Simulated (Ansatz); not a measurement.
`OC[Te][GeH3]` + `C=C(N)O` → `C=C(N)[O][GeH3]` + `OC[TeH]`  (ligand exchange at a Ge–Te bond)

Calculated with Ansatz (gas phase, PBE0-D4/def2-TZVP geometries, no zero-point term in ΔE). CCSD(T)/CBS adds triple-zeta CCSD(T) − MP2 to the extrapolated MP2 energy (def2 sets, frozen cores). Functionals use def2-TZVPP. def2 core potentials past Kr. For Ge, Te outer-core shells are correlated without core-valence functions, which leaves a few kJ/mol of doubt a bond. Scalar relativity is left out up to krypton. One conformer a species, not always the lowest.

`OC[Te][GeH3]`:

```xyz
10

O    -1.847    1.365    0.337
C    -1.366    0.545   -0.673
Te    0.712    0.912   -1.250
Ge    1.652   -0.813    0.373
H    -1.318    1.237    1.128
H    -1.433   -0.522   -0.442
H    -1.944    0.753   -1.572
H     1.291   -0.450    1.826
H     1.075   -2.205    0.061
H     3.177   -0.822    0.213
```

`C=C(N)O`:

Cartesian coordinates in Å:
```
C 0.670 -0.627 -0.773
C -0.132 0.144 -0.030
N 0.107 0.562 1.259
O -1.298 0.678 -0.469
H 1.577 -1.044 -0.361
H 0.446 -0.822 -1.813
H -0.729 0.705 1.805
H 0.816 0.041 1.746
H -1.455 0.363 -1.363
```

`C=C(N)[O][GeH3]`:

Z-matrix (Å, degrees):
```
Ge
O 1 1.806
H 1 1.533 2 102.1
H 1 1.534 2 108.8 3 -119.2
H 1 1.537 2 110.0 3 117.6
C 2 1.348 1 118.6 3 164.0
N 6 1.396 2 112.8 1 44.3
C 6 1.334 2 121.9 1 -133.4
H 7 1.012 6 113.0 2 53.0
H 7 1.009 6 113.4 2 -179.6
H 8 1.080 6 120.0 2 5.9
H 8 1.081 6 120.9 2 -173.5
```

`OC[TeH]`:

```xyz
7

O     0.985   -0.170   -1.094
C     0.550    0.040    0.208
Te   -1.270   -1.021    0.760
H     0.289    0.090   -1.704
H     0.354    1.090    0.443
H     1.320   -0.339    0.877
H    -2.228    0.310    0.510
```

CCSD(T)/CBS gives +10.2 kcal/mol.

Another level gave +11.1 kcal/mol. Which?
A. PBE0-D4/def2-TZVPP
B. r2SCAN/def2-TZVPP
C. SCS-MP2/def2-TZVPP
D. MP2/def2-TZVPP

B. r2SCAN 11.1, PBE0-D4 12.5, MP2/def2-TZVPP 9.7, SCS-MP2/def2-TZVPP 7.9 kcal/mol.

Largest T1 diagnostic among the species: 0.012.
